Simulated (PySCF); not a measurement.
Isomers of C4H10BN, one conformer each. The calculation used core-valence-separated Tamm–Dancoff BHandHLYP/aug-pcX-1 (pcseg-1 on H) in PySCF, non-relativistic, gas phase, PBE0-D3(BJ)/def2-SVP geometry. The energies are unshifted.

P. `BNC1CCC1`
Q. `C=CBN(C)C`

Main lines, eV (oscillator strength):
1. C K: 281.9 (0.050), 282.0 (0.062), 285.2 (0.015), 285.5 (0.014), 285.8 (0.010); N K: 398.7 (0.028), 401.5 (0.012), 401.7 (0.005), 402.1 (0.006); B K: 186.8 (0.066), 190.7 (0.008), 191.3 (0.011)
2. C K: 285.6 (0.030), 285.6 (0.009), 285.8 (0.035), 285.9 (0.031), 286.3 (0.026); N K: 398.7 (0.032), 399.8 (0.022); B K: 186.8 (0.077), 190.3 (0.009), 190.7 (0.011)
Listed: the first five lines at most of each edge with a tenth or more of its strongest line's intensity; roots within 0.03 eV on the same or equivalent atoms are summed. Only the lowest roots were sought, and the top ones are left out.

Question: Which spectrum belongs to which isomer?

Answer: 1 = Q, 2 = P.
- P: first C line listed at 285.6 eV, hole on the four-membered-ring carbon; first N line listed at 398.7 eV, hole on the boron-bound nitrogen; first B line listed at 186.8 eV, hole on the three-coordinate boron.
- Q: first C line listed at 281.9 eV, hole on the alkene CH carbon (1s→π*); first N line listed at 398.7 eV, hole on the boron-bound nitrogen; first B line listed at 186.8 eV, hole on the three-coordinate boron.

Question: What are the ground-state energies of the isomers at BHandHLYP/aug-pcX-1 (pcseg-1 on H), relative to the lowest?

Answer: P 24.5, Q 0.0 kJ/mol (electronic energies on these geometries, no dispersion or zero-point terms).
